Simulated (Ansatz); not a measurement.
Mg3N2⁺. Charge 1, multiplicity 2. Geometry PBE-D4/def2-SVP; atoms count from 1.

```xyz
5

Mg   -0.091    0.280    1.541
Mg   -0.241   -1.450   -0.549
Mg    0.332    1.169   -0.992
N    -1.328    0.269   -0.127
N     1.328   -0.269    0.127
```

The charge 1 doublet is spin-contaminated (final ⟨S²⟩ up to 0.87, 0.75 for a pure state). Another isomer (doublet) lies 1.86 eV lower at PBE0-D4/def2-TZVP; other spin states weren't run for this one.

Question: Estimate the Mulliken populations from the PBE0/def2-TZVP orbitals of Ansatz.

Answer: 
```tsv
atom	charge (e)	spin (α − β)
Mg1	0.83	-0.16
Mg2	0.83	-0.16
Mg3	0.83	-0.16
N4	-0.74	0.74
N5	-0.74	0.74
```
Mulliken values and Mayer orders depend strongly on the basis.

Question: Where does the spin sit?

Answer: Summed by element: Mg -0.48, N 1.48, of 1 unpaired in all. Largest on single atoms: N4 0.74, N5 0.74, Mg2 -0.16.

Question: And the Mayer bond orders between bonded heavy atoms (over 0.3)?

Answer: Mg1–N4 0.75 (2.08 Å); Mg1–N5 0.75 (2.08 Å); Mg2–N4 0.75 (2.08 Å); Mg2–N5 0.75 (2.08 Å); Mg3–N4 0.75 (2.08 Å); Mg3–N5 0.75 (2.08 Å).
